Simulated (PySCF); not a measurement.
C4H6GaN.
Numbering: `[CH:1]#[C:2][CH2:3][C:4]#[N+:5][GaH3-:6]` (hydrogens: H7 on C1; H8, H9 on C3; H10, H11, H12 on Ga6)
Bond orders are those of one Lewis drawing.

Computed by this run: PySCF, PBE0-D3(BJ)/def2-SVP geometry optimisation, gas phase; density fitting, grid level 1; the optimiser is geomeTRIC in internal coordinates, started from a UFF structure.

Geometry at step 0:
```
atom  x, y, z in Å
C1     -3.1275    0.3934    0.8777
C2     -2.2208   -0.3761    0.6788
C3     -1.1210   -1.3119    0.4376
C4      0.0825   -0.5698    0.0595
N5      1.0340    0.0168   -0.2394
Ga6     2.5692    0.9656   -0.7217
H7     -3.9233    1.0689    1.0523
H8     -0.9212   -1.8933    1.3612
H9     -1.3993   -2.0060   -0.3820
H10     3.8032    0.4902    0.1971
H11     2.9100    0.6814   -2.2697
H12     2.3142    2.5410   -0.5073
```

Problem. What forces act on the atoms?

Solution. 
| atom | Fx (eV/Å) | Fy (eV/Å) | Fz (eV/Å) |
| --- | --- | --- | --- |
| C1 | 0.413 | -0.355 | -0.091 |
| C2 | 0.084 | -0.192 | -0.010 |
| C3 | -0.246 | 0.385 | 0.039 |
| C4 | 0.572 | 0.046 | -0.162 |
| N5 | -2.280 | -1.390 | 0.721 |
| Ga6 | 2.987 | 1.867 | -0.941 |
| H7 | -0.542 | 0.470 | 0.118 |
| H8 | 0.104 | -0.015 | -0.276 |
| H9 | 0.229 | 0.016 | 0.184 |
| H10 | -0.512 | -0.210 | 0.047 |
| H11 | -0.433 | -0.228 | 0.264 |
| H12 | -0.375 | -0.395 | 0.106 |

The largest, 3.65 eV/Å, acts on Ga6; the rms over all components is 0.808 eV/Å. The forces sum to zero within rounding, as they must for an isolated molecule in no field.

Problem. Give the force on Ga6 in Eh/bohr and in nN.

Solution. 3.646 eV/Å ÷ 51.422 = 0.07091 Eh/bohr, and 3.646 eV/Å × 1.602 = 5.84 nN.

Problem. How far is this geometry from the end of the optimisation?

Solution. 0.486 eV above it, and 0.119 Å rms away after alignment. The bonds farthest from their final lengths, with half the difference of the two atoms' forces along the bond (positive lengthens):

| bond | now (Å) | final (Å) | force along bond (eV/Å) |
| --- | --- | --- | --- |
| N5–Ga6 | 1.868 | 2.149 | +3.21 |
| Ga6–H12 | 1.610 | 1.578 | -0.77 |
| Ga6–H11 | 1.610 | 1.579 | -0.76 |
| Ga6–H10 | 1.610 | 1.579 | -0.75 |
| C1–H7 | 1.058 | 1.075 | +0.64 |
| C4≡N5 | 1.157 | 1.151 | -1.65 |

The angle farthest from its final value is N5–Ga6–H11, 109.4° against 97.2°.

Of the 5 listed bonds off by 0.010 Å or more, this force points towards the final length in 5.

What follows is the cost of the whole optimisation. Time: 42 s of wall time. Hardware: one thread of an x86-64 server, shared host.
